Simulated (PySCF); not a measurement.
Cartesian coordinates (Å):
```xyz
10

Nb     0.3727    -0.2368     0.1376
F     -1.2521     0.5321    -0.5781
O      1.9371    -0.9784     0.8299
H      2.7408    -1.3615     1.1906
O     -0.6643    -1.8222     0.3471
H     -1.5928    -1.8059     0.0736
O      1.1226     0.1675    -1.5672
H      0.5593     0.5895    -2.2319
O      0.2505     1.1386     1.4514
H     -0.4914     1.7585     1.4031
```
Charge 0, multiplicity 1.

Task: Predict the total energy, dipole moment, charge on the central atom (Mulliken), HOMO, HOMO–LUMO gap and LUMO from TPSSh-D3(BJ)/def2-TZVP // r2SCAN-D4/def2-SVP run with PySCF.

Result: 
The total energy is -12532.62 eV, the dipole moment is 0.018 e·Å and the charge on the central atom (Mulliken) is 1.97 e. The HOMO is -8.33 eV. The HOMO–LUMO gap comes out as 6.07 eV and the LUMO comes out as -2.26 eV.
